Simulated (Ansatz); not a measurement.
Input file for CH3Cl2F2MoN, SMILES `C[N]=[Mo]([F])([F])([Cl])[Cl]`:

```yaml
crystal:
  periodic: [false, false, false]
  atoms:
    - {symbol: C, position_ang: [0.373923, -1.725850, 0.043861]}
    - {symbol: N, position_ang: [0.034605, -0.360365, -0.061580]}
    - {symbol: Mo, position_ang: [-0.321505, 1.270824, -0.114962]}
    - {symbol: F, position_ang: [-2.143522, 1.354505, -0.471363]}
    - {symbol: F, position_ang: [-0.130412, 1.746938, -1.901183]}
    - {symbol: Cl, position_ang: [-0.860284, 1.695024, 2.068475]}
    - {symbol: Cl, position_ang: [1.741626, 2.202629, 0.220939]}
    - {symbol: H, position_ang: [1.461808, -1.832845, 0.001389]}
    - {symbol: H, position_ang: [0.006568, -2.117684, 0.996860]}
    - {symbol: H, position_ang: [-0.079808, -2.284377, -0.779336]}
basis:
  gaussian: {orbitals: def2-SVP}
correlation: {method: ccsd_t}
```

```sh
$ ansatz run in.yaml --threads 4 --pin off --events-out ev --progress --plain --max-ram 11315MiB
```

The program prints (abridged):

```
Functional definition: HF
1344 factors; integrals over basis functions are off by at most 1.5e-3 eV
mean field evaluation 1: about -34793.5964 eV, gradient 6.9e1 eV
mean field evaluation 2: about -34793.8788 eV, gradient 6.9e1 eV
mean field evaluation 4: about -34803.7039 eV, gradient 1.1e1 eV
mean field evaluation 8: about -34804.0023 eV, gradient 9.9e-1 eV
mean field evaluation 16: about -34804.0085 eV, gradient 3.6e-6 eV
mean field -34804.00850218 eV, -1279.0237214508 hartree, gradient 3.6e-6 eV, S^2 0.000000; 0 other end points of the search recorded, 0 dependent functions left out; unrestricted orbitals would lower it
14 core orbitals not correlated: weight in the atoms' cores, before any rotation towards them, 1.000 or more for the frozen orbitals, at most 0.000 for the correlated occupied ones
reference -34804.00850218 eV, -1279.0237214508 hartree; 27, 27 occupied and 97, 97 virtual orbitals, 1344 factors
second order -38.45328333 eV of doubles, -0.00000000 eV of singles
cycle   1  -35.21797610 eV  change     3.2e0 eV  update   3.1e-1
cycle   2  -37.07481954 eV  change    -1.9e0 eV  update   2.0e-1
cycle   3  -37.46292913 eV  change   -3.9e-1 eV  update   4.1e-2
cycle   4  -37.49278742 eV  change   -3.0e-2 eV  update   1.9e-2
cycle   5  -37.48324027 eV  change    9.5e-3 eV  update   5.7e-3
cycle   6  -37.48310038 eV  change    1.4e-4 eV  update   2.7e-3
cycle   7  -37.48165048 eV  change    1.4e-3 eV  update   1.3e-3
cycle   8  -37.48150291 eV  change    1.5e-4 eV  update   5.4e-4
cycle   9  -37.48130298 eV  change    2.0e-4 eV  update   2.7e-4
cycle  10  -37.48172161 eV  change   -4.2e-4 eV  update   1.5e-4
cycle  11  -37.48144309 eV  change    2.8e-4 eV  update   9.0e-5
cycle  12  -37.48138235 eV  change    6.1e-5 eV  update   5.0e-5
perturbative correction -1.65357869 eV, -0.0607678960 hartree
Total energy: -34843.14346322 eV, -1280.4619047423 hartree
```

Hardware: 4 threads of an Arm Neoverse V2 on a shared host. Wall time 43 s, peak host memory 1.2 GiB.

MP2 recovers 98.3 % of the CCSD(T) correlation energy and the triples give 4.2 %; T1 = 0.0200.
